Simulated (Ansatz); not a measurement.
Reaction (ligand exchange at the Si–C bond): `OC[SiH2][SiH3]` + silanol → `[SiH3]O[SiH2][SiH3]` + CH₃OH

Computed with Ansatz on PBE0-D4/def2-TZVP structures; ΔE is electronic, products minus reactants. CCSD(T)/CBS adds triple-zeta CCSD(T) − MP2 to the extrapolated MP2 energy (def2 sets, frozen cores). This one scheme is used for every species. Functionals use def2-TZVPP. B3LYP here is the variant with VWN-RPA as its local correlation; programs differ in this. Each species was taken in one conformer, which may not be the lowest.

`OC[SiH2][SiH3]`:

```xyz
12

O     2.071   -0.584    1.630
C     0.968    0.168    1.145
Si    0.051   -0.701   -0.272
Si   -1.684    0.620   -1.128
H     2.677   -0.740    0.902
H     0.287    0.293    1.991
H     1.271    1.180    0.841
H    -0.482   -2.010    0.194
H     1.044   -0.974   -1.354
H    -2.365   -0.075   -2.254
H    -1.149    1.917   -1.626
H    -2.689    0.906   -0.069
```

`O[SiH3]`:

```xyz
6

O     0.327   -0.542   -1.114
Si   -0.054    0.007    0.392
H     0.222    0.061   -1.851
H     0.784    1.175    0.779
H     0.202   -1.123    1.313
H    -1.482    0.420    0.481
```

`[SiH3]O[SiH2][SiH3]`:

Z-matrix (Å, degrees):
```
Si
O 1 1.634
H 1 1.489 2 109.8
H 1 1.484 2 109.3 3 120.0
H 1 1.484 2 109.4 3 -120.0
Si 2 1.640 1 145.7 3 1.8
Si 6 2.347 2 111.8 1 -2.1
H 6 1.488 2 108.6 1 -123.4
H 6 1.488 2 108.8 1 119.2
H 7 1.488 6 111.0 2 60.7
H 7 1.489 6 108.8 2 -179.8
H 7 1.488 6 111.0 2 -60.2
```

CH₃OH:

Cartesian coordinates in Å:
```
C 0.276 0.164 0.155
O -0.575 -0.227 -0.898
H 1.051 0.795 -0.278
H 0.764 -0.692 0.638
H -0.249 0.747 0.922
H -1.267 -0.787 -0.539
```

```csv
species,B3LYP-D4 energy (Eh)
`OC[SiH2][SiH3]`,-697.23670
`O[SiH3]`,-367.23038
`[SiH3]O[SiH2][SiH3]`,-948.73210
CH₃OH,-115.78095
```

Task: Work out ΔE.

Result: ΔE = (-948.73210) + (-115.78095) − (-697.23670) − (-367.23038) = -0.04597 Eh = -120.7 kJ/mol. CCSD(T)/CBS gives -118.0 kJ/mol.

Largest T1 diagnostic among the species: 0.012.

From PBE to PBE0 (25 % exact exchange), in def2-TZVPP and without D4, ΔE moves by −8.5 kJ/mol. In def2-TZVPP, CCSD(T) changes the Hartree–Fock value by +24.2 kJ/mol (the triples alone add +3.7 kJ/mol) and MP2 by +22.1 kJ/mol. The D4 term adds −3.6 kJ/mol with B3LYP and −2.2 kJ/mol with PBE0; it sums over pairs of atoms, weighted by their polarisabilities, and B3LYP, whose exchange is more repulsive, gets the larger term.
